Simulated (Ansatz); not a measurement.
`[SiH3]BCl` + `[OH][Mg][N]([SiH3])[SiH3]` → `[SiH3][O][Mg][N]([SiH3])[SiH3]` + `BCl`  (cleavage of the Si–B bond)

Calculated with Ansatz (gas phase, PBE0-D4/def2-TZVP geometries, no zero-point term in ΔE). CBS: MP2 limit from def2 TZ/QZ plus the TZ coupled-cluster correction, frozen cores. This one scheme is used for every species. Functionals use def2-TZVPP. For Mg outer-core shells are correlated without core-valence functions, which leaves a few kJ/mol of doubt a bond. Each species was taken in one conformer, which may not be the lowest.

`[SiH3]BCl`:

```xyz
7

Si   -0.137   -0.802   -0.298
B     0.059    1.076    0.409
Cl    1.617    1.833    0.561
H    -0.795   -1.642    0.742
H     1.162   -1.420   -0.673
H    -1.030   -0.780   -1.491
H    -0.876    1.736    0.750
```

`[OH][Mg][N]([SiH3])[SiH3]`:

```xyz
12

O    -0.416   -3.354   -0.695
Mg   -0.183   -1.649   -0.349
N     0.014    0.216    0.048
Si    0.609    0.624    1.598
Si   -0.418    1.328   -1.177
H    -0.311   -4.258   -0.953
H     1.897    1.374    1.564
H    -0.349    1.426    2.413
H     0.856   -0.661    2.331
H    -0.880    0.530   -2.360
H     0.715    2.185   -1.631
H    -1.534    2.239   -0.789
```

`[SiH3][O][Mg][N]([SiH3])[SiH3]`:

Cartesian coordinates in Å:
```
Si 1.306 0.086 3.677
O 0.772 0.055 2.156
Mg 0.174 0.015 0.476
N -0.469 -0.031 -1.324
Si 0.424 -0.971 -2.440
Si -1.881 0.875 -1.659
H 2.259 1.214 3.893
H 0.181 0.253 4.643
H 2.017 -1.179 4.026
H 0.991 -0.179 -3.568
H -0.356 -2.096 -3.030
H 1.575 -1.567 -1.684
H -1.673 1.954 -2.666
H -2.293 1.529 -0.373
H -3.027 0.043 -2.125
```

`BCl`:

```xyz
4

B     0.011    0.054   -0.143
Cl   -0.111   -0.556    1.475
H     0.196   -0.725   -1.023
H    -0.096    1.227   -0.309
```

| level | ΔE (eV) |
| --- | --- |
| PBE-D4 | -1.20 |
| CAM-B3LYP-D4 | -1.48 |
| ωB97M-V | -1.44 |
| r2SCANh | -1.41 |
| MP2/def2-TZVPP | -1.53 |
| SCS-MP2/def2-TZVPP | -1.58 |
| HF/def2-QZVPP | -1.75 |
| SCS-MP2/def2-QZVPP | -1.60 |

Question: What does CCSD(T)/CBS give? (Estimate.)

Answer: The calculation gave: -1.49 eV. The listed levels differ from it by 0.29, 0.01, 0.05, 0.08, -0.04, -0.09, -0.26, -0.11 eV.

Largest T1 diagnostic among the species: 0.014.

In def2-TZVPP, CCSD(T) changes the Hartree–Fock value by +0.25 eV (the triples alone add +0.03 eV) and MP2 by +0.19 eV. From BLYP to BHLYP (50 % exact exchange), in def2-TZVPP and without D4, ΔE moves by −0.18 eV. Leaving LDA and LC-ωPBE aside and taking each functional with its dispersion term where it has one, the values, not all of them listed here, spread over 0.35 eV, from BHLYP-D4 to PBE-D4.
